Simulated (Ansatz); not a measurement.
Consider the hydrogen abstraction from the Sb–H bond: `[F][SbH][F]` + `[SiH3]`• → `[F][Sb][F]`• + SiH₄.

Program: Ansatz. Geometries: PBE0-D4/def2-TZVP. ΔE: electronic, gas phase. CCSD(T)/CBS is the MP2 limit (def2-TZVPP, def2-QZVPP) plus CCSD(T) − MP2 in def2-TZVPP, frozen cores. This one scheme is used for every species. Functionals use def2-TZVPP. Open shells (•) are unrestricted, without spin–orbit coupling. def2 core potentials past Kr. For Sb outer-core shells are correlated without core-valence functions, which leaves a few kJ/mol of doubt a bond.

`[F][SbH][F]`:

```xyz
4

F     0.688    1.461   -0.122
Sb    0.602   -0.436    0.001
F    -0.714   -0.474    1.374
H    -0.576   -0.551   -1.253
```

`[SiH3]`•:

Cartesian coordinates in Å:
```
Si -0.285 -0.050 0.173
H 0.628 -1.183 0.475
H 0.292 1.243 0.623
H -0.635 -0.010 -1.271
```

`[F][Sb][F]`•:

Cartesian coordinates in Å:
```
F 1.182 -0.542 0.679
Sb 0.012 -0.301 -0.804
F -1.194 0.843 0.125
```

SiH₄:

Z-matrix (Å, degrees):
```
Si
H 1 1.485
H 1 1.485 2 109.5
H 1 1.485 2 109.5 3 -120.0
H 1 1.485 2 109.5 3 120.0
```

```json
{"level": "PBE0-D4", "ΔE (kcal/mol)": "-26.9"}
{"level": "CAM-B3LYP-D4", "ΔE (kcal/mol)": "-29.0"}
{"level": "ωB97M-V", "ΔE (kcal/mol)": "-30.4"}
{"level": "CCSD(T)/def2-QZVPP", "ΔE (kcal/mol)": "-27.4"}
```

What does CCSD(T)/CBS give? (An estimate is asked.)

Computed: -27.8 kcal/mol. The listed levels differ from it by 0.9, -1.2, -2.6, 0.4 kcal/mol.

Largest T1 diagnostic among the species: 0.017.

Leaving LDA and LC-ωPBE aside and taking each functional with its dispersion term where it has one, the values, not all of them listed here, spread over 4.1 kcal/mol, from ωB97M-V to r2SCAN-D4. From BLYP to BHLYP (50 % exact exchange), in def2-TZVPP and without D4, ΔE moves by −0.9 kcal/mol.
